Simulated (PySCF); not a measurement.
## HoOF: one run

HoOF (singlet in the valence; each metal's 4f electrons, 10 of them, lie in its core potential, out of spins and levels). PySCF 2.14.0, RKS PBE0, Ho lcecp-1-TZVP with ECP56, O def2-TZVP, F def2-TZVP; non-relativistic Hamiltonian with scalar-relativistic core potentials where named; density fitting; no spin-orbit coupling. Purpose: basis and core treatment f-in-core-III/TZVP.

```python
mol = gto.M(atom='''
Ho     0.02698     0.00000    -0.32661
O      1.52345     0.00000     0.70594
F     -1.65574     0.00000     0.78663''',
    basis={'Ho': 'lcecp-1-TZVP', 'O': 'def2-TZVP', 'F': 'def2-TZVP'},
    ecp={'Ho': 'lcecp-1-TZVP'},
    charge=0, spin=0)
mf = dft.RKS(mol, xc='PBE0')
mf.grids.atom_grid = (75, 302)  # f atoms: unpruned, at least (60, 302)
mf = mf.density_fit()  # fitting sets: Ho AutoAux, O def2-universal-JKFIT, F def2-universal-JKFIT
mf.conv_tol = 1e-08; mf.max_cycle = 55
mf.kernel(dm0)  # dm0: free metal ions and neutral atoms
mf.nuc_grad_method().kernel()
```

Run from Python with OMP_NUM_THREADS=2; the lines above give its settings. Where DIIS fails, smearing, a level shift and second-order steps follow.
It took 5 s on 2 threads of Arm Neoverse V1, with other jobs on the host.

Where do the frontier levels lie, over both spins?

HOMO -6.62 eV, LUMO -2.45 eV. The 4f levels lie in the core potential and are missing.

What does the SCF print?


```
init E= -217.786731022878
cycle= 1 E= -212.475576380205  delta_E= 5.31  |g|= 1.36  |ddm|= 1.97
cycle= 2 E= -212.267516704721  delta_E= 0.208  |g|=  1.8  |ddm|= 1.22
cycle= 3 E= -212.706428841827  delta_E= -0.439  |g|= 0.0808  |ddm|= 0.709
cycle= 4 E= -212.699887521698  delta_E= 0.00654  |g|= 0.202  |ddm|= 0.174
...
cycle= 8 E= -212.708139983305  delta_E= -1e-07  |g|= 9.33e-05  |ddm|= 0.000694
cycle= 9 E= -212.708139989891  delta_E= -6.59e-09  |g|= 3.72e-05  |ddm|= 0.000275
Extra cycle  E= -212.708139989916  delta_E= -2.41e-11  |g|= 6.18e-05  |ddm|= 0.000114
converged SCF energy = -212.708139989916
```

What are the Mulliken charges and spins?


```
atom  charge (e)  spin (e)
 Ho1       1.292     0.000
  O2      -0.719     0.000
  F3      -0.573     0.000
```
The spin of the 4f electrons in the core isn't counted.

What forces act on the atoms (eV/Å)?


```
Ho   0.18  0.00 -0.04
O   -0.05  0.00 -0.04
F   -0.13  0.00  0.09
```
Forces carry noise of the integration grid, about 0.01 to 0.03 eV/Å.

The geometry was relaxed with PBE0 (Ho lcecp-1-SVP with ECP56, O def2-SVP, F def2-SVP).

An lcecp potential fixes the number of 4f electrons, so in runs with it no electron can move into or out of that shell.
